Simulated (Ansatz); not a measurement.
IIn, charge -1, doublet, at a GFN2-xTB geometry (such geometries of metal compounds can be far from the true shape) (a state made from the parent by changing its charge; the spin is typed, not shown lowest) (core potentials on I, In) (a gas-phase anion, which may not be bound at this level); BHLYP/def2-SVPD run with Ansatz (a quantum-chemistry and plane-wave program).

Here is a job for Ansatz.
Ansatz 0.2 input:
```yaml
crystal:
  periodic: [false, false, false]
  atoms:
    - {symbol: In, position_ang: [-0.00000000, -0.00000000, -1.55479354]}
    - {symbol: I, position_ang: [0.00000000, 0.00000000, 1.43745064]}
basis:
  gaussian:
    orbitals: def2-SVPD
hamiltonian:
  xc: {name: BHLYP}
total_charge: -1
magnetization: {spin_polarized: true, initial_magnetization: 1}
accuracy: high
```

It wrote (shortened):

```
Functional definition: BHLYP
1545 factors; integrals over basis functions are off by at most 3.1e-9 eV
mean field evaluation 1: about -13273.4009 eV, gradient 9.0e0 eV
mean field evaluation 2: about -13273.7332 eV, gradient 7.0e0 eV
mean field evaluation 4: about -13274.0199 eV, gradient 5.2e-1 eV
mean field evaluation 8: about -13274.0525 eV, gradient 6.6e-2 eV
mean field evaluation 16: about -13274.0526 eV, gradient 1.5e-5 eV
mean field -13274.05258057 eV, -487.8124348598 hartree, gradient 5.7e-8 eV, S^2 0.754273; 1 other end points of the search recorded, 0 dependent functions left out
reference -13274.05259773 eV, -487.8124354905 hartree; 24, 23 occupied and 43, 44 virtual orbitals, 1545 factors
Total energy: -13274.05259773 eV, -487.8124354905 hartree
```
